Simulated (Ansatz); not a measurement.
C$_{2}$H$_{8}$NO$_{2}$Sc (`C[N](C)[Sc]([OH])[OH]`) from Hartree–Fock to CCSD(T)

Z-matrix (Å, degrees):
```
C
Sc 1 3.039
N 1 1.442 2 32.7
H 1 1.102 2 124.4 3 -76.6
H 1 1.102 2 124.4 3 76.6
H 1 1.094 2 78.1 3 180.0
O 2 1.881 1 138.8 3 -0.0
O 2 1.881 1 92.6 3 180.0
C 2 3.039 1 46.2 3 0.0
H 7 0.952 2 166.6 1 -180.0
H 8 0.952 2 166.6 1 180.0
H 9 1.094 2 78.1 1 -180.0
H 9 1.102 2 124.4 1 -76.6
H 9 1.102 2 124.4 1 76.6
```

The species carries charge 0 and has multiplicity 1. Correlated methods include outer-core shells of Sc, which these sets cover unevenly. Scalar relativity is left out up to krypton. Geometry: relaxed with PBE0-D4/def2-TZVP. It is one conformer, not always the lowest. Frozen core, restricted reference, Ansatz 0.2.0.

```tsv
basis	HF (Eh)	MP2 corr.	CCSD corr.	(T)	CCSD(T) total
def2-SVP	?	?	-1.11469	?	?
def2-TZVPP	-1044.61201	-1.35855	–	–	–
def2-QZVPP	?	-1.47943	–	–	–
```

Fill in the withheld values. (An estimate is asked.)

Ansatz gave: def2-SVP HF (Eh): -1044.17138; def2-SVP MP2 corr.: -1.06000; def2-SVP (T): -0.03079; def2-SVP CCSD(T) total: -1045.31686; def2-QZVPP HF (Eh): -1044.63909.
